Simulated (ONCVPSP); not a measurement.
## Ni ONCV: all-electron and pseudo phase curves

nickel, optimised norm-conserving Vanderbilt (ONCV), made with ONCVPSP 4.0.1 (LDA (Perdew-Wang 92), fully relativistic). Core [Ar], reference 3d8 4s1.75 4p0.25. Waves: 4s: rc 1.90 bohr, ncon 4, nbas 7, qcut 3.8 1/bohr, 1 projector; 4p: rc 2.85 bohr, ncon 3, nbas 7, qcut 2.7 1/bohr, 3 projectors, debl 1.5 Ha; 3d: rc 0.80 bohr, ncon 3, nbas 7, qcut 12 1/bohr, 3 projectors, debl 1.1 Ha. Local part: polynomial inside 0.55 bohr (lpopt 5, dvloc0 1 Ha). Core correction: polynomial model core, fcfact 0.35.

Open shells are filled in proportion to 2j + 1.

The phase is arctan(r·R′/R) of the radial function R(r), unwrapped; energies in Ha, scanned from -2 to 5 Ha. A pole is an energy at which the radial function vanishes at the test radius. The pseudo phase is shifted by a multiple of π to meet the all-electron one at the reference energy, and phase errors are pseudo minus all-electron; the curves can meet again beyond the range given. Levels narrower than the energy grid can be missing from the lists of poles. Where the grid stepped over a known ghost or core level, its pole and its step of π were put in at the level’s energy.

| channel | radius (bohr) | reference energy (Ha) | poles, all-electron | poles, pseudo | unbroken range about the reference energy with phases within 0.05 rad | phase error 1 Ha above the reference energy (rad) |
| --- | --- | --- | --- | --- | --- | --- |
| s | 1.92 | -0.23 | 2.29 | 0.92, 3.10 | below 0.5 | -0.114 |
| p3/2 | 2.89 | -0.06 | 0.72, 3.80 | -1.52, 0.72, 3.80 | above -1.5 | -0.000 |
| p1/2 | 2.89 | -0.06 | 0.70, 3.76 | -1.43, 0.70, 3.76 | above -1.4 | +0.000 |
| d5/2 | 0.81 | -0.35 | 4.52 | 4.52 | the whole range | -0.000 |
| d3/2 | 0.81 | -0.36 | 4.49 | 4.49 | the whole range | -0.000 |

Note: ghosts flagged at negative energy: s at -548.6 eV, p3/2 at -41.4 eV, d5/2 at -133.8 eV, p1/2 at -38.9 eV, d3/2 at -130.5 eV; GHOST(+) flagged for s at 26.9 eV. A true bound ghost makes a file unfit for plane-wave use.

Phases in the s channel:

```json
{"E (Ha)": "-1.98", "all-electron": "1.137", "pseudo": "1.117"}
{"E (Ha)": "-1.80", "all-electron": "1.097", "pseudo": "1.076"}
{"E (Ha)": "-1.62", "all-electron": "1.046", "pseudo": "1.024"}
{"E (Ha)": "-1.44", "all-electron": "0.981", "pseudo": "0.959"}
{"E (Ha)": "-1.26", "all-electron": "0.896", "pseudo": "0.873"}
{"E (Ha)": "-1.08", "all-electron": "0.781", "pseudo": "0.758"}
{"E (Ha)": "-0.90", "all-electron": "0.621", "pseudo": "0.599"}
{"E (Ha)": "-0.72", "all-electron": "0.397", "pseudo": "0.379"}
{"E (Ha)": "-0.54", "all-electron": "0.099", "pseudo": "0.088"}
{"E (Ha)": "-0.36", "all-electron": "-0.244", "pseudo": "-0.247"}
{"E (Ha)": "-0.18", "all-electron": "-0.564", "pseudo": "-0.564"}
{"E (Ha)": "0.00", "all-electron": "-0.814", "pseudo": "-0.819"}
{"E (Ha)": "0.18", "all-electron": "-0.994", "pseudo": "-1.010"}
{"E (Ha)": "0.36", "all-electron": "-1.123", "pseudo": "-1.154"}
{"E (Ha)": "0.54", "all-electron": "-1.218", "pseudo": "-1.272"}
{"E (Ha)": "0.72", "all-electron": "-1.290", "pseudo": "-1.385"}
{"E (Ha)": "0.90", "all-electron": "-1.346", "pseudo": "-1.546"}
{"E (Ha)": "1.08", "all-electron": "-1.392", "pseudo": "-2.328"}
{"E (Ha)": "1.26", "all-electron": "-1.429", "pseudo": "-4.203"}
{"E (Ha)": "1.44", "all-electron": "-1.461", "pseudo": "-4.416"}
{"E (Ha)": "1.62", "all-electron": "-1.489", "pseudo": "-4.497"}
{"E (Ha)": "1.80", "all-electron": "-1.514", "pseudo": "-4.547"}
{"E (Ha)": "1.98", "all-electron": "-1.536", "pseudo": "-4.583"}
{"E (Ha)": "2.16", "all-electron": "-1.556", "pseudo": "-4.611"}
{"E (Ha)": "2.34", "all-electron": "-1.576", "pseudo": "-4.635"}
{"E (Ha)": "2.52", "all-electron": "-1.595", "pseudo": "-4.657"}
{"E (Ha)": "2.70", "all-electron": "-1.613", "pseudo": "-4.675"}
{"E (Ha)": "2.88", "all-electron": "-1.631", "pseudo": "-4.693"}
{"E (Ha)": "3.06", "all-electron": "-1.649", "pseudo": "-4.709"}
{"E (Ha)": "3.24", "all-electron": "-1.669", "pseudo": "-4.725"}
{"E (Ha)": "3.42", "all-electron": "-1.689", "pseudo": "-4.740"}
{"E (Ha)": "3.60", "all-electron": "-1.712", "pseudo": "-4.755"}
{"E (Ha)": "3.78", "all-electron": "-1.736", "pseudo": "-4.770"}
{"E (Ha)": "3.96", "all-electron": "-1.765", "pseudo": "-4.786"}
{"E (Ha)": "4.14", "all-electron": "-1.798", "pseudo": "-4.802"}
{"E (Ha)": "4.32", "all-electron": "-1.839", "pseudo": "-4.819"}
{"E (Ha)": "4.50", "all-electron": "-1.891", "pseudo": "-4.838"}
{"E (Ha)": "4.68", "all-electron": "-1.958", "pseudo": "-4.859"}
{"E (Ha)": "4.86", "all-electron": "-2.051", "pseudo": "-4.883"}
```
